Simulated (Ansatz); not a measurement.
Cost and result for the atomization energy of C$_{2}$H$_{6}$OSeSi, SMILES `O[SiH]1C[Se]C1` (11 atoms, 11 bonds).

| atom | x (Å) | y (Å) | z (Å) |
| --- | --- | --- | --- |
| O1 | -1.002 | -1.763 | 0.681 |
| Si2 | -0.125 | -0.373 | 0.641 |
| C3 | 1.358 | -0.255 | -0.498 |
| Se4 | 0.947 | 1.675 | -0.676 |
| C5 | -0.882 | 1.169 | -0.109 |
| H6 | -1.360 | -2.101 | -0.141 |
| H7 | 0.276 | -0.124 | 2.043 |
| H8 | 1.289 | -0.741 | -1.472 |
| H9 | 2.340 | -0.429 | -0.061 |
| H10 | -1.522 | 1.046 | -0.983 |
| H11 | -1.317 | 1.896 | 0.575 |

The species carries charge 0 and has multiplicity 1. Correlated methods include outer-core shells of Se, which these sets cover unevenly. Scalar relativity is left out up to krypton. The geometry is a stationary point of PBE0-D4/def2-TZVP. It is one conformer, not always the lowest. Program: Ansatz. All runs use 4 threads of an Arm Neoverse V2 on a shared host. Times are those of one run each, without the atoms' runs, and a repeat can differ threefold. Electronic energies, without spin–orbit coupling; frozen cores. CCSD(T)/CBS adds CCSD(T) − MP2 in def2-TZVPP to the MP2 limit, and its time is that of the two runs behind it. T1 = 0.011. With those shells the extrapolation isn't a true limit. B3LYP takes the VWN-RPA correlation (the form of Gaussian; ORCA's B3LYP/G).

CCSD(T)/CBS is a level of theory with its own doubt, some kJ/mol a heavy atom from the limit and from the frozen cores, so smaller differences don't rank the functionals.

```tsv
level	functions	wall time
PBE-D4/def2-TZVPP (with forces)	267	2.8 s
PBE0-D4/def2-TZVPP	267	3.7 s
r2SCAN-D4/def2-TZVPP (with forces)	267	6 s
B3LYP-D4/def2-TZVPP (with forces)	267	6 s
B2PLYP/def2-TZVPP	267	7 s
ωB97X-V/def2-TZVPP	267	9.5 s
ωB97M-V/def2-TZVPP (with forces)	267	14 s
MP2/def2-QZVPP	510	28 s
CCSD(T)/def2-TZVPP	267	84 s
CCSD(T)/CBS(def2)	–	110 s
```

(1) What atomization energy does each give, and how far from CCSD(T)/CBS? (An estimate is asked.)

## Answers

(1) The calculation gave: 
```
                             level  atomization (kJ/mol)  difference from CCSD(T)/CBS  per bond
   PBE-D4/def2-TZVPP (with forces)                4156.3                         58.4       5.3
                PBE0-D4/def2-TZVPP                4088.3                         -9.6      -0.9
r2SCAN-D4/def2-TZVPP (with forces)                4096.7                         -1.2      -0.1
 B3LYP-D4/def2-TZVPP (with forces)                4063.8                        -34.1      -3.1
                 B2PLYP/def2-TZVPP                4028.2                        -69.7      -6.3
                ωB97X-V/def2-TZVPP                4095.7                         -2.2      -0.2
  ωB97M-V/def2-TZVPP (with forces)                4088.9                         -9.0      -0.8
                    MP2/def2-QZVPP                4127.9                         30.0       2.7
                CCSD(T)/def2-TZVPP                3983.3                       -114.6      -10.4
                 CCSD(T)/CBS(def2)                4097.9                          0.0       0.0
```

The D4 term adds +46.0 kJ/mol with B3LYP and +23.8 kJ/mol with PBE0; it sums over pairs of atoms, weighted by their polarisabilities, and B3LYP, whose exchange is more repulsive, gets the larger term. From PBE to PBE0 (25 % exact exchange), in def2-TZVPP and without D4, the atomization energy moves by −63.6 kJ/mol: exact exchange takes away binding that semilocal exchange gives to molecules. In def2-TZVPP, CCSD(T) changes the Hartree–Fock value by +1056.3 kJ/mol (the triples alone add +68.2 kJ/mol) and MP2 by +1133.2 kJ/mol; breaking electron pairs costs correlation energy, which Hartree–Fock lacks.
